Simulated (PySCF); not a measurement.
C2H4N3, SMILES c1nc[nH+][nH]1, charge +1. Coordinates come from a PBE0-D3(BJ)/def2-SVP optimisation. The isomer is the one that the SMILES or the coordinates give; other isomers of the formula were not compared.

Give the equilibrium geometry at PBE0-D3(BJ)/def2-SVP (PySCF confirms it by a frequency run) as bond lengths and angles, and its point group. (Estimate from the structure and the level; the computed values follow.)

point group C2v.
Atoms: C1 N2 C3 N4 N5 H6 H7 H8 H9. Bonded distances (Å): C1–N2 1.324, C1–N5 1.337, C1–H6 1.092, N2–C3 1.324, C3–N4 1.337, C3–H7 1.092, N4–N5 1.339, N4–H8 1.020, N5–H9 1.020. Angles (°): N2–C1–N5 110.7, N2–C1–H6 126.6, N5–C1–H6 122.7, C1–N2–C3 105.3, N2–C3–N4 110.7, N2–C3–H7 126.6, N4–C3–H7 122.7, C3–N4–N5 106.7, C3–N4–H8 130.7, N5–N4–H8 122.6, C1–N5–N4 106.7, C1–N5–H9 130.7, N4–N5–H9 122.6.
Charge +1, spin multiplicity 1.
